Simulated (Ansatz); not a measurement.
Cost and result for the atomization energy of C2H6N2OSi, SMILES `NC1=C(O)[SiH2]N1` (12 atoms, 12 bonds).

Cartesian coordinates in Å:
```
N 1.860 0.117 -0.654
C 0.546 -0.017 -0.301
C -0.106 0.238 0.862
O 0.491 0.599 2.043
Si -1.661 -0.104 -0.039
N -0.409 -0.466 -1.260
H 2.485 0.270 0.123
H 2.190 -0.574 -1.311
H 0.083 0.111 2.761
H -2.564 1.006 -0.455
H -2.518 -1.258 0.349
H -0.397 0.078 -2.118
```

Total charge 0; spin multiplicity 1. The structure was optimised at the PBE0-D4/def2-TZVP level. It is one conformer, not always the lowest. Program: Ansatz. All runs use 4 threads of an Arm Neoverse V2 on a shared host. Times are those of one run each, without the atoms' runs, and a repeat can differ threefold. Electronic energies, without spin–orbit coupling; frozen cores. CCSD(T)/CBS adds CCSD(T) − MP2 in def2-TZVPP to the MP2 limit, and its time is that of the two runs behind it. T1 = 0.013. B3LYP takes the VWN-RPA correlation (the form of Gaussian; ORCA's B3LYP/G).

CCSD(T)/CBS is a level of theory with its own doubt, some kJ/mol a heavy atom from the limit and from the frozen cores, so smaller differences don't rank the functionals.

| level | functions | wall time |
| --- | --- | --- |
| PBE-D4/def2-TZVPP (with forces) | 281 | 2.5 s |
| PBE0-D4/def2-TZVPP | 281 | 2.9 s |
| B3LYP-D4/def2-TZVPP (with forces) | 281 | 4.5 s |
| r2SCAN-D4/def2-TZVPP (with forces) | 281 | 4.7 s |
| B2PLYP/def2-TZVPP | 281 | 6 s |
| ωB97X-V/def2-TZVPP | 281 | 7.5 s |
| ωB97M-V/def2-TZVPP (with forces) | 281 | 11 s |
| MP2/def2-QZVPP | 535 | 26 s |
| CCSD(T)/def2-TZVPP | 281 | 3.8 min |
| CCSD(T)/CBS(def2) | – | 4.3 min |

(1) What atomization energy does each give, and how far from CCSD(T)/CBS? (Best estimate.)

Results:

(1) Ansatz gave: 
```tsv
level	atomization (kJ/mol)	difference from CCSD(T)/CBS	per bond
PBE-D4/def2-TZVPP (with forces)	4732.7	171.9	14.3
PBE0-D4/def2-TZVPP	4599.6	38.8	3.2
B3LYP-D4/def2-TZVPP (with forces)	4576.8	16.0	1.3
r2SCAN-D4/def2-TZVPP (with forces)	4570.4	9.6	0.8
B2PLYP/def2-TZVPP	4515.2	-45.6	-3.8
ωB97X-V/def2-TZVPP	4595.2	34.4	2.9
ωB97M-V/def2-TZVPP (with forces)	4593.9	33.1	2.8
MP2/def2-QZVPP	4609.2	48.4	4.0
CCSD(T)/def2-TZVPP	4404.3	-156.5	-13.0
CCSD(T)/CBS(def2)	4560.8	0.0	0.0
```

From PBE to PBE0 (25 % exact exchange), in def2-TZVPP and without D4, the atomization energy moves by −128.9 kJ/mol: exact exchange takes away binding that semilocal exchange gives to molecules. In def2-TZVPP, CCSD(T) changes the Hartree–Fock value by +1375.3 kJ/mol (the triples alone add +93.4 kJ/mol) and MP2 by +1486.7 kJ/mol; breaking electron pairs costs correlation energy, which Hartree–Fock lacks. The D4 term adds +43.3 kJ/mol with B3LYP and +22.7 kJ/mol with PBE0; it sums over pairs of atoms, weighted by their polarisabilities, and B3LYP, whose exchange is more repulsive, gets the larger term.
